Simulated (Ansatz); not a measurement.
This geometry of CH3AlClF2N (9 atoms, charge 0, multiplicity 1) is a first-order saddle point.

Theory: RKS PBE0-D4/def2-SVP (Ansatz).

```xyz
9
Properties=species:S:1:pos:R:3
F -0.521 -2.075 1.111
C -0.755 -0.973 0.337
N 0.450 -0.191 0.272
Al 0.794 1.321 -0.558
F 2.302 1.994 -0.448
Cl -0.693 2.253 -1.681
H -1.592 -0.412 0.793
H -1.076 -1.325 -0.662
H 1.180 -0.639 0.820
```

Which two structures does it join? (They come from a converged band through this point; their orientation in space is the band's.)

No bond is made or broken. The dihedral H8–C2–N3–Al4 goes from 154 to -33°. The two ends are copies of one structure, up to a mirror image or an exchange of like atoms.

Image 0:

```xyz
9
Properties=species:S:1:pos:R:3
F -1.124 -0.921 1.532
C -0.718 -1.008 0.214
N 0.532 -0.382 -0.003
Al 0.779 1.333 -0.368
F 2.309 1.962 -0.332
Cl -0.836 2.516 -0.937
H -1.494 -0.521 -0.399
H -0.678 -2.082 -0.038
H 1.319 -0.942 0.314
```

Image 10:

```xyz
9
Properties=species:S:1:pos:R:3
F -0.836 -1.772 -0.796
C -0.731 -0.968 0.323
N 0.489 -0.252 0.354
Al 0.786 1.313 -0.420
F 2.333 1.889 -0.533
Cl -0.817 2.459 -1.090
H -0.831 -1.628 1.202
H -1.580 -0.264 0.299
H 1.277 -0.823 0.645
```

How far does it lie above each of them?

27.4 kJ/mol above the first and 27.3 kJ/mol above the second. This is the barrier of this one path; another mechanism may lie lower.

Time of the run: 6.1 min on 2 threads of Arm Neoverse V1, with other jobs on the host, peak memory 0.24 GiB.
